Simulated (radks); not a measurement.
Results of a calculation; reference values are marked as such.
Coulomb parameter of the 5d shell of neutral iridium in the model configuration [Xe] 4f14 5d5.5 6s2 6p1.5, as a second difference U = [E(n + 0.25) + E(n - 0.25) - 2 E(n)] / (0.25)^2 with all orbitals relaxed. "Bare": the charge of the atom changes with n. "Screened": the 6p shell takes up the change at fixed total charge, which measures U(5d,5d) + U(6p,6p) - 2 U(5d,6p). Level of theory: scalar-relativistic Kohn-Sham, BLYP, spin-unpolarised, spherical densities, finite nucleus; Fermi nuclear charge, rms radius 5.4032 fm (a radial shooting solver on a logarithmic mesh with Libxc functionals).

case,configuration,E - E(n) (eV)
start,[Xe] 4f14 5d5.5 6s2 6p1.5,0.000
bare +0.25,[Xe] 4f14 5d5.75 6s2 6p1.5,-2.809
bare -0.25,[Xe] 4f14 5d5.25 6s2 6p1.5,3.405
screened +0.25,[Xe] 4f14 5d5.75 6s2 6p1.25,-2.316
screened -0.25,[Xe] 4f14 5d5.25 6s2 6p1.75,2.476

U(bare) = 9.528 eV, U(screened by 6p) = 2.560 eV, against the Slater integral F0(5d,5d) = 15.378 eV with frozen orbitals. The step up makes a negative ion, whose loosely bound charge lowers the bare value.
